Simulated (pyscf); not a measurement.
## Cl–TiH(Cl)–SeH (SMILES [Cl][TiH]([Cl])[SeH]), singlet

Gas-phase minimum from PySCF at ωB97X-D3(BJ)/def2-SVP, one conformer. 

SMILES: [Cl][TiH]([Cl])[SeH]
```xyz
6

Cl     0.2369     2.6473    -0.8777
Ti     0.4973     0.6226    -0.1968
Cl     1.9622     0.1549     1.3222
Se    -1.5619    -0.4739     0.0825
H      1.0471    -0.1858    -1.5166
H     -0.7769    -1.4942     0.7989
```

Bonded distances (Å): Cl1–Ti2 2.152, Ti2–Cl3 2.161, Ti2–Se4 2.350, Ti2–H5 1.642, Se4–H6 1.473. Bond angles (°): Cl1–Ti2–Cl3 120.5, Cl1–Ti2–Se4 111.8, Cl1–Ti2–H5 104.4, Cl3–Ti2–Se4 114.2, Cl3–Ti2–H5 103.4, Se4–Ti2–H5 99.2, Ti2–Se4–H6 85.1.

Properties at ωB97X-D3(BJ)/def2-SVP:

```
Item                                                                                                                                                                            Result
---------------------------------------------------------------------------------------------------------------------  ---------------------------------------------------------------
Harmonic wavenumbers, unscaled                                                                                         80, 97, 107, 197, 322, 409, 444, 474, 561, 597, 1864, 2468 cm⁻¹
Zero-point energy                                                                                                                                                        10.9 kcal/mol
Rotational symmetry number                                                                                                                                                           1
Entropy of this conformer at 298 K and 1 atm, rigid rotor and harmonic oscillator, modes under 100 cm⁻¹ raised to 100                                                  370.5 J/(mol K)
Dipole moment                                                                                                                                                                   0.92 D
```

Single-point totals, which compare only within one level:

```
level                   total energy (hartree)
----------------------  ----------------------
ωB97X-D3(BJ)/def2-TZVP             -4172.72705
PBE/def2-TZVP                      -4171.86007
r²SCAN/def2-TZVP                   -4172.71778
B3LYP-D3(BJ)/def2-TZVP             -4172.90604
PBE0-D3(BJ)/def2-TZVP              -4172.01919
M06-2X/def2-TZVP                   -4172.74169
ωB97M-D3(BJ)/def2-TZVP             -4172.93598
```

Soft torsions are taken as harmonic, which can shift the entropy by several J/(mol K). Elements up to Kr have no core potential and no relativistic terms here.
